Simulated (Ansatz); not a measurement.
## What each rung costs, and what it gives

Saddle point of CH7FGe, closed shell (CH₆Ge ([CH3][GeH3]) + HF → CH₅FGe ([CH3][GeH2][F]) + H₂; bonds formed: Ge1–F7, H2–H6; bonds broken: Ge1–H2, H6–F7), PBE0-D4/def2-TZVP structure:

```xyz
10
angstrom
Ge -0.4545 0.0549 -0.5847
H -0.5099 1.8326 -0.0408
H -0.2413 -0.4271 -2.0244
H -1.9900 0.2162 -0.4055
C 0.2801 -0.9946 0.8634
H 0.3713 1.7728 -0.3528
F 1.3027 1.1299 -0.8742
H -0.2248 -1.9620 0.8988
H 0.1191 -0.4841 1.8133
H 1.3474 -1.1384 0.7068
```

Barriers are electronic and count from the start structure reached by relaxing down the imaginary mode.

Computed with Ansatz 0.2.0 (basis: as named in each row); correlated methods freeze the cores. Filled d shells of the heavier atoms are correlated. The def2 sets are not built for correlating such inner shells, so the correlated values are less sure here. B3LYP uses VWN-RPA correlation. Extrapolation: Hartree–Fock as exp(−7.88 √X), correlation as X^−2.97.

Times are rough, for one single point on 4 threads of a shared host (Intel Xeon).

The estimate by CCSD(T) at an estimated basis limit (MP2 extrapolated from triple and quadruple zeta, plus CCSD(T) − MP2 in triple zeta) is 41.53 kcal/mol.

```
      method       basis  time (s)  barrier (kcal/mol)  method less estimate
          HF      STO-3G   under 1               84.43                 42.90
      PBE-D4      STO-3G   under 1               34.67                 -6.86
       SPW92    def2-SVP         1               24.10                -17.43
      PBE-D4    def2-SVP         2               28.91                -12.62
    B3LYP-D4       6-31G         2               30.79                -10.74
       SPW92  def2-TZVPP         2               28.22                -13.31
     PBE0-D4    def2-SVP         2               34.91                 -6.62
     BLYP-D4  def2-TZVPP         4               34.32                 -7.21
      PBE-D4  def2-TZVPP         4               32.67                 -8.86
    B3LYP-D4  def2-TZVPP         4               37.80                 -3.74
    BHLYP-D4  def2-TZVPP         5               42.26                  0.73
     PBE0-D4  def2-TZVPP         5               37.32                 -4.21
   r2SCAN-D4  def2-TZVPP         6               34.69                 -6.84
CAM-B3LYP-D4  def2-TZVPP         6               38.36                 -3.17
  r2SCAN0-D4  def2-TZVPP         7               38.38                 -3.15
  RPA on PBE  def2-TZVPP         8               40.11                 -1.42
     wB97M-V    def2-SVP         8               35.21                 -6.32
     CCSD(T)    def2-SVP         8               42.38                  0.85
      B2PLYP  def2-TZVPP         9               39.18                 -2.35
    PBE-QIDH  def2-TZVPP        10               40.13                 -1.40
     wB97X-V  def2-TZVPP        10               38.50                 -3.03
      B97M-V  def2-TZVPP        11               37.32                 -4.21
     wB97M-V  def2-TZVPP        11               38.03                 -3.50
         MP2  def2-QZVPP        35               40.43                 -1.10
     CCSD(T)  def2-TZVPP       100               41.24                 -0.29
```

All methods are single points on the PBE0-D4 structures.

The T1 diagnostic stays at or below 0.013.

Labels in which every atom is bracketed show which atoms are joined, not bond orders.
